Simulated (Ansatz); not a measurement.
Reactions of C3H5F2Ga (`C=C[CH2][Ga]([F])[F]`).

Isolated molecules relaxed with PBE0-D4/def2-TZVP in Ansatz; ΔE leaves out vibrations. CBS: MP2 limit from def2 TZ/QZ plus the TZ coupled-cluster correction, frozen cores. This one scheme is used for every species. DFT in def2-TZVPP. For Ga, Se outer-core shells are correlated without core-valence functions, which leaves a few kJ/mol of doubt a bond. Scalar relativity is left out up to krypton. One conformer a species, not always the lowest.

| reaction | CCSD(T)/CBS(def2) (kJ/mol) |
| --- | --- |
| `C=C[CH2][Ga]([F])[F]` + H₂Se → `[F][Ga]([F])[SeH]` + `C=CC` | -97 |
| `C=C[CH2][Ga]([F])[F]` + H₂ → `[CH3][Ga]([F])[F]` + `C=C` | -59 |
| `C=C[CH2][Ga]([F])[F]` + `O[SiH2][SeH]` → `C=C[Se][SiH2]O` + `[CH3][Ga]([F])[F]` | -3 |
| `C=C[CH2][Ga]([F])[F]` + `N=C=O` → `O=C=[N][Ga]([F])[F]` + `C=CC` | ? |

Q: Fill in the missing values. (An estimate is asked.)

A: The calculation gave: `C=C[CH2][Ga]([F])[F]` + `N=C=O` → `O=C=[N][Ga]([F])[F]` + `C=CC`: -59.5 kJ/mol.

Largest T1 diagnostic: 0.018, for `N=C=O`.
